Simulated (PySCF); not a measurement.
Compound: methyl(difluoro)silyl chloride, CH3ClF2Si.
Z-matrix (Å and degrees, PBE0-D3(BJ)/def2-SVP geometry), rows numbered from 1:
```
C 
Si  1  1.8356
F   2  1.6089  1  111.45
F   2  1.6088  1  110.91  3  -118.23
Cl  2  2.0398  1  112.30  3   120.86
H   1  1.0997  2  110.57  3   -62.92
H   1  1.1001  2  110.16  3   177.24
H   1  1.1004  2  110.31  3    57.37
```

Computed, not measured: core-valence-separated Tamm–Dancoff BHandHLYP/aug-pcX-1 (pcseg-1 on H, def2-SVPD on Si, def2-SVPD on Cl) in PySCF, non-relativistic, gas phase, PBE0-D3(BJ)/def2-SVP geometry. The energies are unshifted.

**Question.** List the carbon K-edge absorption lines.

**Answer.** 
```tsv
E (eV)	f	core hole on	main final orbital
285.57	0.0006	C1	LUMO (86 %)
286.30	0.0303	C1	LUMO+4 (39 %)
286.40	0.0344	C1	LUMO+5 (35 %)
286.72	0.0384	C1	LUMO+1 (41 %)
286.87	0.0035	C1	LUMO+3 (47 %)
287.13	0.0063	C1	LUMO+2 (54 %)
287.70	0.0016	C1	LUMO+6 (40 %)
```

The first line with a tenth or more of the strongest one's intensity is at 286.30 eV (f = 0.030), with the hole on C1 (Si-methyl carbon). The strongest listed is at 286.72 eV (f = 0.038; C1).

**Question.** What does the F 1s absorption edge look like?

**Answer.** 
```json
{"E (eV)": "685.68", "f": "0.0254", "core hole on": "F3/F4", "main final orbital": "LUMO (2 roots, f summed)"}
{"E (eV)": "686.99", "f": "0.0291", "core hole on": "F3/F4", "main final orbital": "spread (2 roots, f summed)"}
{"E (eV)": "687.37", "f": "0.0292", "core hole on": "F3 + F4", "main final orbital": "spread (2 roots, f summed)"}
{"E (eV)": "687.80", "f": "0.0240", "core hole on": "F3/F4", "main final orbital": "spread (2 roots, f summed)"}
{"E (eV)": "688.07", "f": "0.0065", "core hole on": "F3/F4", "main final orbital": "spread (2 roots, f summed)"}
```

The first line with a tenth or more of the strongest one's intensity is at 685.68 eV (f = 0.025, sum of 2), with the hole on F3/F4 (silicon-bound fluorine). The strongest listed is at 687.37 eV (f = 0.029, sum of 2; F3 + F4).

Roots within 0.03 eV whose holes lie on the same, on equivalent or on shared atoms are summed into one line, and the highest roots are left out, as the search may have cut off their partners. Final orbitals are the ground state's empty Kohn–Sham orbitals.

**Question.** What length of transition dipole belongs to the line at 286.40 eV?

**Answer.** From f = (2/3) ΔE |μ|² in atomic units, with ΔE = 10.525 Eh and f = 0.0344: |μ| = 0.070 au = 0.18 D.

The list ends where the root search ended, not at a threshold.
